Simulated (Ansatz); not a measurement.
`O[P]([AlH2])[SiH3]` + `N[SiH3]` → `[AlH2][NH][SiH3]` + `OP[SiH3]` at 600 K and 1 bar (cleavage of the Al–P bond).

Computed with Ansatz on PBE0-D4/def2-TZVP structures; ΔE is electronic, products minus reactants. CCSD(T)/CBS is the MP2 limit (def2-TZVPP, def2-QZVPP) plus CCSD(T) − MP2 in def2-TZVPP, frozen cores. This one scheme is used for every species. Each species was taken in one conformer, which may not be the lowest.

| species | CCSD(T)/CBS energy (Eh) | H − E (kJ/mol) | S (J/(mol·K)) |
| --- | --- | --- | --- |
| `O[P]([AlH2])[SiH3]` | -950.80994 | 211.2 | 476.5 |
| `N[SiH3]` | -346.80422 | 170.6 | 320.8 |
| `[AlH2][NH][SiH3]` | -589.44550 | 197.8 | 395.5 |
| `OP[SiH3]` | -708.19371 | 177.3 | 384.2 |

H − E and S are ideal-gas, rigid-rotor, harmonic terms from PBE0-D4/def2-TZVP, for one conformer and one mirror image of each species. 1 Eh = 2625.50 kJ/mol, R = 8.31446 J/(mol·K).

Task: By hand: ΔE, ΔH, ΔS and ΔG.

Result: ΔE = (-589.44550) + (-708.19371) − (-950.80994) − (-346.80422) = -0.02505 Eh = -65.8 kJ/mol. Δ(H − E) = 197.8 + 177.3 − 211.2 − 170.6 = -6.7, so ΔH = -72.5 kJ/mol. ΔS = 395.5 + 384.2 − 476.5 − 320.8 = -17.6 J/(mol·K). ΔG = -72.5 − 600 × (-17.6)/1000 = -61.9 kJ/mol.

Task: By hand: the equilibrium constant, and the temperature at which ΔG would vanish if ΔH and ΔS stayed fixed.

Result: log₁₀ K = −ΔG/(RT ln 10) = 5.4. ΔG = 0 at ΔH/ΔS = 4119 K, far beyond where these terms or the molecules hold.

ΔH outweighs TΔS. A doubt of 5 kJ/mol in ΔE shifts log₁₀ K by 0.4 here. Other conformers and mirror images would add mixing entropy, several J/(mol·K) or more a flexible species. These are equilibria of isolated gas molecules and say nothing of rates. Largest T1 diagnostic: 0.014 (customary marks: 0.02 for closed shells, 0.045 for open ones).
